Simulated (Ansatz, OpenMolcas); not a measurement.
## B2NH2OF (SMILES OB1NB1F): the vertical ionisation energy from total energies

B2NH2OF: 7 atoms, total charge 0, spin state singlet. As SMILES, `OB1NB1F`. The coordinates come from a PBE0-D4/def2-TZVP relaxation. This is one conformer, not always the lowest.

Both states at this one shape; open shells run unrestricted unless said. 1 Eh = 27.2114 eV.

| level | program | singlet B2NH2OF (Eh) | doublet B2NH2OF+ (Eh) |
| --- | --- | --- | --- |
| PBE/def2-SVP | Ansatz | -280.316038 | -279.969357 |
| M06-L/def2-SVP | OpenMolcas | -280.601265 | -280.250041 |
| MP2/def2-SVP, 5 core orbitals frozen | Ansatz | -279.876008 | -279.524595 |

**Question.** Work out the vertical ionisation energy at each level.

**Answer.** 
1. PBE/def2-SVP: -279.969357 − (-280.316038) = 0.346681 Eh = 9.43 eV.
2. M06-L/def2-SVP: -280.250041 − (-280.601265) = 0.351224 Eh = 9.56 eV.
3. MP2/def2-SVP: -279.524595 − (-279.876008) = 0.351413 Eh = 9.56 eV.

No measured value is set beside it here; the levels span 9.43 to 9.56 eV.
